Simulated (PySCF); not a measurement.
H$_{3}$O$_{2}$, charge +1, singlet, geometry from GFN2-xTB. Base run: B3LYP/6-31G (PySCF).

PySCF was given this input:
```python
from pyscf import gto, scf, dft

mol = gto.M(
    atom='''
O     0.13464923    0.56165021   -0.32045018
O    -0.15653641   -0.64820873    0.35880197
H     1.08363793    0.77080803   -0.07973702
H    -0.42483443   -1.31694617   -0.30866757
H    -0.48370607    1.23860633    0.08159027
''',
    basis='6-31g',
    charge=1,
    verbose=3,
)

mf = dft.RKS(mol)
mf.xc = 'b3lyp'
mf.kernel()
mo_i, mo_e, stable_i, stable_e = mf.stability(internal=True, external=True, return_status=True, nroots=6, tol=1e-6)
print('internally stable:', stable_i, ' externally stable:', stable_e)
if not stable_e:
    umf = mf.to_uhf() if not hasattr(mf, 'xc') else mf.to_uks()
    umf.scf_summary = {}
    umf.kernel(umf.make_rdm1(mo_e, umf.mo_occ))
```

The bond that is stretched is that between atoms 4 and 2. A test that says stable can miss a lower solution.

The base run was repeated with changes; each row names its change, and settings that it needs were set with it.

| change | ΔE vs base (kcal/mol) | <S^2> | E after following the instability (Eh) | <S^2> there | HOMO-LUMO gap (eV) | stability test says |
|---|---|---|---|---|---|---|
| base | 0.000 | 0.000 | - | - | 8.22 | stable |
| bond × 1.25 | 14.96 | 0.000 | - | - | 7.91 | stable |
| bond × 1.5 | 41.74 | 0.000 | - | - | 6.71 | stable |
| bond × 1.8 | 70.7 | 0.000 | -151.63628 | 0.00 | 4.97 | external instability |
| bond × 2.2 | 98.9 | 0.000 | -151.59142 | 0.00 | 3.41 | external instability |
| bond × 3.0 | 126.9 | 0.000 | -151.58649 | 0.76 | 1.59 | external instability |

Where a bond breaks into two radicals, a solution with restricted orbitals usually stops being the lowest and lies too high; an unrestricted one lies lower at the price of spin contamination, which <S^2> shows.
